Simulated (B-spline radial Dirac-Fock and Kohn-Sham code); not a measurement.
Scattering functions of Si¹¹⁺

System: silicon as Si¹¹⁺, configuration [He] 2s1.

The computed values come from a radial finite-basis atomic code: relativistic Hartree-Fock (Dirac-Fock) wave functions, averaged over the configuration. f₀ is the Fourier transform of the spherical electron density, S the Waller-Hartree incoherent function, and s = sin θ/λ. The electron scattering factor follows from the Mott-Bethe formula f_e = 0.023934 Å⁻¹·(Z − f₀)/s².

```
s (Å⁻¹)     f₀      S  f_e (Å)
      0  3.000  0.000        –
   0.05  2.995  0.011  105.361
    0.1  2.979  0.042   26.378
   0.15  2.953  0.092   11.751
    0.2  2.917  0.160    6.631
   0.25  2.873  0.241    4.261
    0.3  2.822  0.332    2.973
   0.35  2.764  0.429    2.195
    0.4  2.700  0.530    1.690
   0.45  2.633  0.630    1.344
    0.5  2.563  0.728    1.095
    0.6  2.419  0.908    0.770
    0.7  2.277  1.062    0.573
    0.8  2.143  1.188    0.443
    0.9  2.021  1.293    0.354
      1  1.912  1.382    0.289
    1.1  1.817  1.462    0.241
    1.2  1.734  1.536    0.204
    1.4  1.598  1.682    0.151
    1.6  1.489  1.826    0.117
    1.8  1.394  1.966    0.093
      2  1.305  2.100    0.076
    2.5  1.090  2.387    0.049
      3  0.887  2.601    0.035
    3.5  0.709  2.747    0.026
      4  0.561  2.842    0.020
      5  0.349  2.939    0.013
      6  0.221  2.975    0.009
```

f₀ starts at the number of electrons, 3, and has fallen to half at s ≈ 1.58 Å⁻¹. The sum of ⟨r²⟩ over the electrons is 0.2896 bohr². For an ion f_e diverges as s goes to zero, because of the net charge.
